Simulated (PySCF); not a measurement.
Ag2, SMILES [Ag][Ag], multiplicity 1.

Coordinates come from a PBE0-D3(BJ)/def2-TZVPD optimisation. The spin state was assumed, not searched. The def2 effective core potentials stand for the cores of Ag; spin–orbit coupling is left out.

Two levels are set side by side: TDA-PBE/def2-TZVPD (PySCF) and TDA-ωB97X/def2-TZVPD (PySCF). Vertical, same geometry. The lowest singlet is HOMO→LUMO 88 % with PBE and HOMO→LUMO 93 % with the other functional; states are paired by order. Differences are taken from unrounded values.

```json
[
 {"quantity": "lowest singlet excitation (eV)", "TDA-ωB97X": "3.17"},
 {"quantity": "lowest triplet excitation (TDA) (eV)", "TDA-ωB97X": "1.87"},
 {"quantity": "first bright state (f over 0.05) (eV)", "TDA-ωB97X": "3.17"},
 {"quantity": "its oscillator strength", "TDA-ωB97X": "0.56"}
]
```

Question: What does TDA-PBE give, and how far is it from TDA-ωB97X? (An estimate is asked for; the answer gives what the named calculation found.)

Answer: 
```
quantity                               TDA-PBE  TDA-PBE minus TDA-ωB97X
-------------------------------------  -------  -----------------------
lowest singlet excitation (eV)            3.36                     0.19
lowest triplet excitation (TDA) (eV)      1.75                    -0.12
first bright state (f over 0.05) (eV)     3.36                     0.19
its oscillator strength                   0.54                    -0.02
```

Rough cost on one machine, each run with all the roots and properties that it gave: TDA-ωB97X against TDA-PBE about 2 times.
